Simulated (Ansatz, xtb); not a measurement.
**Two isomers of FH7SSi3**

Structure I is `F[Si@@H](S)[SiH2][SiH3]`, a singlet and structure II is `F[Si@@H]([SiH3])[SiH2]S`, a singlet. Both are isolated molecules in the gas phase, relaxed with PBE0-D3(BJ)/def2-SVP; each stands in its lowest conformer found.

I (Å):

```xyz
12

F    -2.0737    0.3769   -1.0396
S    -0.1507   -1.6364    0.3611
Si   -0.8509    0.3554    0.0415
Si    0.9651    1.4983   -0.8846
Si    1.7946    0.2113   -2.6620
H    -1.4171    0.9073    1.3045
H    -1.2113   -2.0351    1.0992
H     2.0110    1.6757    0.1709
H     0.5175    2.8436   -1.3612
H     0.7049   -0.0082   -3.6598
H     2.2579   -1.1082   -2.1359
H     2.9400    0.9080   -3.3232
```

II (Å):

```xyz
12

F     0.5511    0.9685   -2.0622
S     0.8121   -3.4007    0.2822
Si    1.1768   -0.3021   -1.2401
Si    1.7442    0.3293    0.9517
Si   -0.2897   -2.1124   -1.0644
H     2.3985   -0.7618   -1.9747
H     2.8273   -0.5620    1.4633
H     0.5463    0.2203    1.8381
H     2.2298    1.7436    0.9552
H    -1.5269   -1.7608   -0.3090
H    -0.6585   -2.7959   -2.3410
H     1.8951   -3.5071   -0.5210
```

**Question.** Estimate E(II) − E(I) at the level CCSD(T)/def2-SVP + ΔMP2/def2-TZVPP.

**Answer.** Calculated at CCSD(T)/def2-SVP + ΔMP2/def2-TZVPP: E(II) − E(I) = +5.6 kcal/mol, so structure I lies lower.

Level by level:

| level | geometry | E(II) − E(I) (kcal/mol) | departure from the last row (kcal/mol) | job, with rough time for the two |
| --- | --- | --- | --- | --- |
| PBE0-D3(BJ)/def2-SVP | PBE0-D3(BJ)/def2-SVP | +5.5 | −0.1 | optimisation, 7.1 min |
| HF/def2-SVP | PBE0-D3(BJ)/def2-SVP | +5.5 | 0.0 | part of the CCSD(T) run |
| MP2/def2-SVP | PBE0-D3(BJ)/def2-SVP | +6.3 | +0.7 | part of the CCSD(T) run |
| CCSD(T)/def2-SVP | PBE0-D3(BJ)/def2-SVP | +6.0 | +0.5 | single point |
| CCSD(T)/def2-SVP + ΔMP2/def2-TZVPP | PBE0-D3(BJ)/def2-SVP | +5.6 |  | single point, 98 s |

As drawn, both hold the same kinds of bond in the same numbers.

The levels shown agree on the order. The largest departure from CCSD(T)/def2-SVP + ΔMP2/def2-TZVPP is that of MP2/def2-SVP, 0.7 kcal/mol. Levels run at GFN2-xTB geometries aren't shown. The last row adds to CCSD(T) the change of the MP2 difference between the two basis sets, here −0.5 kcal/mol.

With thermal terms from frequencies at re-optimised GFN2-xTB minima (ideal gas, soft modes damped towards free rotors, one conformer each, 298.15 K, 1 atm): on the last row, ΔE + ΔZPE = +5.6, ΔH = +5.6, ΔG = +5.4 kcal/mol.

The correlated steps freeze 21 core orbitals. Run with Ansatz 0.2.0, xtb 6.7.1; the last row on 2 threads of Intel(R) Xeon(R) Processor @ 2.50GHz (Skylake/Cascade Lake) on a shared host.
